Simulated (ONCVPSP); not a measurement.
# Os (Z = 76): one change to an ONCV potential, before and after

Os, optimised norm-conserving Vanderbilt (ONCV), made with ONCVPSP 4.0.1 (PBE, scalar-relativistic). Core [Kr] 4d10 4f14, reference 5s2 5p6 5d6 6s2. Waves: 5s+6s: rc 1.90 bohr, ncon 4, nbas 8, qcut 7.9 1/bohr, 2 projectors; 5p: rc 1.25 bohr, ncon 3, nbas 6, qcut 5.7 1/bohr, 3 projectors, debl 2.3 Ha; 5d: rc 1.80 bohr, ncon 4, nbas 7, qcut 6.3 1/bohr, 2 projectors, debl 1.6 Ha. Local part: polynomial inside 1.10 bohr (lpopt 5, dvloc0 -1 Ha). Core correction: none.

Change: core correction Teter function fitted to the true core (icmod 2), fcfact 0.4.

Cutoffs: the cutoffs (Ha) at which the residual kinetic energy of the hardest occupied pseudo-wave falls to 1 and 0.1 mHa per electron; they do not see the model core or the augmentation charge, which bear on the density cutoff. Errors are all-electron minus pseudo energies relative to the spin-unpolarised reference configuration.

Task: Predict the effect on cutoff, ghosts and configuration errors.

Result: The potential gets neither clearly harder nor softer (68 Ha and 112 Ha → 68 Ha and 112 Ha); of the 4 tests that both files solve, the error grows in 3 and shrinks in 0 by more than 15 % and 0.3 meV (median size 9.4 → 12.7 meV); neither file shows a bound ghost. A model core, the more so a compact one, raises the density cutoff, which this test does not measure.

```csv
quantity,base,changed
"cutoff, loose",68 Ha,68 Ha
"cutoff, tight",112 Ha,112 Ha
bound ghosts,none,none
GHOST(+) flags under 300 eV,s at 63.6 eV,s at 63.6 eV
"error for 5s2 5p6 5d6 6s1, meV [ΔE 9.58 eV]",-4.1,-4.7
"error for 5s2 5p6 5d6 6s0, meV [ΔE 26.49 eV]",-12,-15
"error for 5s2 5p6 5d5 6s0, meV [ΔE 55.34 eV]",-11,-15
"error for 5s2 5p6 5d6 6s0 6p1, meV [ΔE 15.72 eV]",-7.3,-10
s: phases at 1.92 bohr within 0.05 rad from the reference energy up to (Ha; the scan ends near 5),2.2,2.2
p: phases at 1.27 bohr within 0.05 rad from the reference energy up to (Ha; the scan ends near 5),to the end of the scan,to the end of the scan
d: phases at 1.82 bohr within 0.05 rad from the reference energy up to (Ha; the scan ends near 5),to the end of the scan,to the end of the scan
```
